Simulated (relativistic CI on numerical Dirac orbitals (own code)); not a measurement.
**Level scheme of Kr IV**

Computed by Dirac-Coulomb-Breit CI, orbitals from a KLI potential per configuration, model QED (radiative potential, 1s self-energy scaled to tabulated hydrogen-like ionisation energies), valence Slater integrals scaled by 0.85, P86 correlation estimate, and configurations built on the next ion tied to the tabulated ionisation energy (semi-empirical) (own radial code, finite nucleus).

CI space (outside the closed core [Ar] 3d10): 4s2 4p3, 4s2 4p2 4d, 4s2 4p2 5s, 4s2 4p2 5p, 4s2 4p2 5d, 4s2 4p2 6s, 4s2 4p2 4f, 4s2 4p2 5f, 4s 4p4, 4p5, 4s2 4p 4d2, 4s 4p3 4d, 4s 4p3 4f, 4s2 4p 4f2, 4p3 4d2, 4s2 4p2 6p, 4s2 4p2 6d, 4s2 4p2 5g, 4s 4p3 5s, 4s2 4p2 6f, 4p4 4d, 4s2 4p 4d 4f, 4s 4p2 4d2, 4s 4p3 5p. Levels of other configurations are missing.

The lowest level is 4s2 4p3 4S°_3/2, with 95 % of that term; Hund's rules for 4s2 4p3 give 4S° with J = 3/2, in agreement.

```csv
No.,Configuration,Term,J,E (eV),%,Landé g,jj configuration (%)
1,4s2 4p3,4S°,3/2,0.0000,95,1.985,4p1/2 4p3/2^2 (49)
2,4s2 4p3,2D°,3/2,2.0955,86,0.865,4p1/2 4p3/2^2 (47)
3,4s2 4p3,2D°,5/2,2.3083,97,1.200,4p1/2 4p3/2^2 (97)
4,4s2 4p3,2P°,1/2,3.6993,97,0.666,4p1/2 4p3/2^2 (97)
5,4s2 4p3,2P°,3/2,3.9927,84,1.285,4p3/2^3 (78)
6,4s 4p4‡,4P,5/2,14.7585,86,1.596,4s 4p3/2^2 (66)
7,4s 4p4‡,4P,3/2,15.1940,87,1.731,4s 4p1/2 4p3/2^3 (74)
8,4s 4p4‡,4P,1/2,15.3943,86,2.663,4s 4p3/2^4 (31)
9,4s 4p4‡,2D,3/2,18.0817,71,0.814,4s 4p1/2 4p3/2^3 (43)
10,4s 4p4‡,2D,5/2,18.1922,72,1.205,4s 4p1/2 4p3/2^3 (57)
11,4s2 4p2 4d,2P,3/2,19.9713,65,1.318,4p1/2 4p3/2 4d5/2 (23)
12,4s2 4p2 4d,2P,1/2,20.3225,56,0.823,4p3/2^2 4d5/2 (23)
13,4s2 4p2 4d,4F,3/2,20.8750,92,0.442,4p1/2^2 4d3/2 (44)
14,4s2 4p2 4d,4F,5/2,21.0325,87,1.063,4p1/2 4p3/2 4d3/2 (52)
15,4s 4p4‡,2S,1/2,21.2651,62,1.793,4s 4p3/2^4 (34)
16,4s2 4p2 4d,4F,7/2,21.2888,88,1.255,4p1/2 4p3/2 4d5/2 (73)
17,4s2 4p2 4d,4F,9/2,21.6228,95,1.328,4p3/2^2 4d5/2 (49)
18,4s2 4p2 4d,2F,5/2,21.6411,58,1.048,4p1/2 4p3/2 4d3/2 (66)
19,4s2 4p2 4d,4D,1/2,21.7344,92,0.059,4p1/2 4p3/2 4d3/2 (66)
20,4s2 4p2 4d,4D,3/2,21.7654,91,1.167,4p1/2 4p3/2 4d3/2 (40)
21,4s2 4p2 4d,4D,7/2,21.7889,55,1.310,4p1/2 4p3/2 4d5/2 (52)
22,4s2 4p2 4d,4D,5/2,22.0097,53,1.149,4p1/2 4p3/2 4d5/2 (55)
23,4s2 4p2 4d,2F,7/2,22.5164,61,1.239,4p3/2^2 4d5/2 (88)
24,4s2 4p2 4d,2G,7/2,24.0228,95,0.897,4p1/2 4p3/2 4d3/2 (47)
25,4s2 4p2 4d,2G,9/2,24.1125,95,1.117,4p1/2 4p3/2 4d5/2 (50)
26,4s2 4p2 4d,4P,5/2,24.5277,82,1.591,4p1/2 4p3/2 4d5/2 (42)
27,4s2 4p2 4d,4P,3/2,24.7250,77,1.695,4p1/2 4p3/2 4d3/2 (32)
28,4s2 4p2 4d,4P,1/2,24.8136,73,2.614,4p1/2 4p3/2 4d3/2 (40)
29,4s2 4p2 4d,2D,3/2,24.9738,87,0.841,4p1/2 4p3/2 4d5/2 (42)
30,4s2 4p2 5s,4P,1/2,25.3079,80,2.490,4p1/2^2 5s (63)
31,4s 4p4‡,2P,3/2,25.4246,48,1.320,4p1/2 4p3/2 4d5/2 (33)
32,4s2 4p2 4d,2D,5/2,25.6370,89,1.196,4p3/2^2 4d5/2 (51)
33,4s2 4p2 5s,4P,3/2,25.6837,91,1.708,4p1/2 4p3/2 5s (93)
34,4s2 4p2 4d,2P,1/2,25.8394,58,0.744,4p3/2^2 4d3/2 (27)
35,4s2 4p2 5s,2P,1/2,26.0553,74,0.835,4p1/2 4p3/2 5s (73)
36,4s2 4p2 5s,4P,5/2,26.1214,88,1.561,4p1/2 4p3/2 5s (56)
37,4s2 4p2 5s,2P,3/2,26.5293,65,1.313,4p1/2 4p3/2 5s (44)
38,4s2 4p2 4d,2D,5/2,26.5626,63,1.150,4p1/2 4p3/2 4d5/2 (35)
39,4s2 4p2 4d,2D,3/2,26.6619,64,0.852,4p1/2 4p3/2 4d3/2 (31)
40,4s2 4p2 4d,2F,5/2,26.7851,65,0.967,4p3/2^2 4d3/2 (34)
41,4s2 4p2 4d,2F,7/2,26.8814,93,1.141,4p1/2 4p3/2 4d5/2 (53)
42,4s2 4p2 4d,2P,1/2,27.2168,45,0.966,4p1/2 4p3/2 4d5/2 (55)
43,4s2 4p2 4d,2P,3/2,27.5767,49,1.205,4p3/2^2 4d5/2 (43)
44,4s2 4p2 4d,2S,1/2,27.6592,49,1.694,4p3/2^2 4d5/2 (23)
45,4s2 4p2 5s,2D,5/2,27.9897,83,1.219,4p3/2^2 5s (50)
```

Energies count from the lowest computed level; ° marks odd parity. Filled j subshells are mostly left out of the jj labels. ‡ marks configurations that were not tied to measured data.

The mean weight of the leading LS term, summed over parents, in these 45 levels is 76 %, and that of the leading jj configuration (from the same eigenvectors) 52 %, so LS coupling describes them better.

Configurations that consist of the next ion and one excited electron were tied to the tabulated ionisation energy; Rydberg ones are usually within 1,000 to 3,000 cm⁻¹ and the lowest ones within about 6,000 (9,000 in d shells), while levels on excited terms of the next ion carry the error of that term, and the other configurations can be misplaced by 10,000 cm⁻¹ or more. Rates follow the energies as ν³ (E1, M1) or ν⁵ (E2), so rates, branching and lifetimes can be off by large factors. The fine structure of a lone outer electron comes out too small, for d and f at times inverted, and misplaced configurations move strength between like terms. 57 of the 69 excited levels that our extract of the measured tables holds in this range could be paired (the sources list more); they are missed by 2908 cm⁻¹ on average and 6168 at most, and levels without a partner can miss by more.

LS names give the leading component of a level, which can be under half, so a name can repeat, a term be missing and a line seem to break the LS rules.
